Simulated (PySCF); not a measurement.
Input file for PySCF: D3(BJ) and D4 dispersion corrections on H4PbSSi (SMILES [SiH3][Pb][SH]), a point of a torsion scan.

```python
from pyscf import gto
from pyscf.dispersion import dftd3, dftd4

mol = gto.M(
    atom='''
    Si   -1.38745022   -0.10429036    0.00996170
    Pb    0.68295468    1.43348943   -0.72209316
    S    -0.78695007    3.39033817   -1.32090637
    H    -1.49921757   -1.33982716   -0.77514863
    H    -2.71162988    0.50008122   -0.06887594
    H    -1.28782230   -0.59307255    1.39091875
    H     0.13802942    4.25458279   -1.71426540
    ''',
    basis='def2-svp',
    charge=0, spin=0, verbose=0, max_memory=1800)
d3, d4 = {}, {}
for xc in ['hf', 'pbe', 'blyp', 'revpbe', 'tpss', 'r2scan', 'b3lyp', 'pbe0', 'bhlyp', 'camb3lyp', 'b2plyp']:
    d3[xc] = float(dftd3.DFTD3Dispersion(mol, xc=xc, version='d3bj', atm=False).get_dispersion()['energy'])
    print(f'D3(BJ) {xc:10s} {d3[xc]:14.8f} Eh')
for xc in ['hf', 'pbe', 'blyp', 'revpbe', 'tpss', 'r2scan', 'b3lyp', 'pbe0', 'bhlyp', 'camb3lyp', 'b2plyp']:
    d4[xc] = float(dftd4.DFTD4Dispersion(mol, xc={'camb3lyp': 'cam-b3lyp'}.get(xc, xc), atm=True).get_dispersion()['energy'])
    print(f'D4     {xc:10s} {d4[xc]:14.8f} Eh')
```

It printed:

```
D3(BJ) hf            -0.05102820 Eh
D3(BJ) pbe           -0.00635715 Eh
D3(BJ) blyp          -0.01523408 Eh
D3(BJ) revpbe        -0.01424849 Eh
D3(BJ) tpss          -0.00860926 Eh
D3(BJ) r2scan        -0.00180674 Eh
D3(BJ) b3lyp         -0.01295721 Eh
D3(BJ) pbe0          -0.00614990 Eh
D3(BJ) bhlyp         -0.01226040 Eh
D3(BJ) camb3lyp      -0.00675049 Eh
D3(BJ) b2plyp        -0.00726817 Eh
D4     hf            -0.01985076 Eh
D4     pbe           -0.00666601 Eh
D4     blyp          -0.01388139 Eh
D4     revpbe        -0.01531267 Eh
D4     tpss          -0.00885338 Eh
D4     r2scan        -0.00144984 Eh
D4     b3lyp         -0.01099640 Eh
D4     pbe0          -0.00574205 Eh
D4     bhlyp         -0.01095198 Eh
D4     camb3lyp      -0.00607700 Eh
D4     b2plyp        -0.00458950 Eh
```

The run finished.

Cost: very roughly 0.03 core-seconds.
